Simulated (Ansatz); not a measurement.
Isolated molecules relaxed with PBE0-D4/def2-TZVP in Ansatz; ΔE leaves out vibrations. CCSD(T)/CBS adds triple-zeta CCSD(T) − MP2 to the extrapolated MP2 energy (def2 sets, frozen cores). DFT in def2-TZVPP. B3LYP here is the variant with VWN-RPA as its local correlation; programs differ in this. For Ge outer-core shells are correlated without core-valence functions, which leaves a few kJ/mol of doubt a bond. Scalar relativity is left out up to krypton. Each species was taken in one conformer, which may not be the lowest.

Reaction (redistribution): `C#CB(O)F` + `[GeH3][C]1=CO1` → `OB(F)C1=CO1` + `C#[C][GeH3]`

**Question.** Is it downhill or uphill in electronic energy at CCSD(T)/CBS, and by how much? (Estimate.)

**Answer.** The calculation gave: Downhill: ΔE = -0.08 eV.

**Question.** What do these levels give: B3LYP-D4, BLYP, HF/def2-TZVPP, CCSD/def2-TZVPP, HF/def2-QZVPP, SCS-MP2/def2-QZVPP? (An estimate is asked.)

**Answer.** Ansatz gave: B3LYP-D4 -0.15, BLYP -0.17, HF/def2-TZVPP -0.15, CCSD/def2-TZVPP -0.10, HF/def2-QZVPP -0.14, SCS-MP2/def2-QZVPP -0.06 eV.

**Question.** What do rigid-rotor, harmonic-oscillator terms from PBE0-D4/def2-TZVP frequencies (298.15 K, 1 bar) make of the CCSD(T)/CBS value? (An estimate is asked.)

**Answer.** Computed: ΔZPE = 0.00 eV, ΔH = -0.08 eV, ΔS = -20 J/(mol·K), ΔG = -0.02 eV.

Largest T1 diagnostic among the species: 0.022, so the coupled-cluster value is less sure than usual.

At CCSD(T), def2-SVP lies −0.07 eV from the extrapolated value and def2-TZVPP −0.02 eV. Leaving LDA and LC-ωPBE aside and taking each functional with its dispersion term where it has one, the values, not all of them listed here, spread over 0.04 eV, from r2SCAN-D4 to PBE-QIDH.
